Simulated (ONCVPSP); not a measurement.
An all-electron radial function and its pseudo partner (aluminium (Al))

Columns: radius, all-electron u(r) and pseudo u(r) of the 3s shell (level -7.75 eV) of aluminium in the configuration [Ne] 3s2 3p1; PBE, scalar-relativistic, ONCV scheme, ONCVPSP 4.0.1.

```csv
r (bohr),all-electron,pseudo
0.135,0.0552,0.0264
0.270,-0.1990,0.0558
0.405,-0.2949,0.0906
0.540,-0.2507,0.1323
0.675,-0.1329,0.1814
0.810,0.0114,0.2373
0.945,0.1553,0.2985
1.080,0.2853,0.3626
1.215,0.3956,0.4272
1.350,0.4850,0.4893
1.485,0.5544,0.5460
1.620,0.6061,0.5947
1.755,0.6422,0.6330
1.890,0.6642,0.6591
2.025,0.6740,0.6724
2.160,0.6737,0.6736
2.295,0.6651,0.6650
2.430,0.6498,0.6498
2.565,0.6294,0.6294
2.700,0.6051,0.6051
2.835,0.5781,0.5781
2.970,0.5493,0.5493
3.105,0.5195,0.5195
3.240,0.4892,0.4892
3.375,0.4591,0.4591
3.510,0.4294,0.4294
```

Task: How many radial nodes do the two functions have?

Result: The all-electron 3s function has n − l − 1 = 2; the pseudo-wave has 0, since the states of the same l below it are removed with the core.

Task: At about which radius was the pseudo-wave matched?

Result: 2.25 bohr, where the columns begin to agree (steps of 0.14 bohr).

Task: Is the pseudo-wave norm-conserving?

Result: Yes: the ONCV scheme keeps the norm inside the radius equal to the all-electron one, which fixes the energy derivative of the logarithmic derivative at the level.
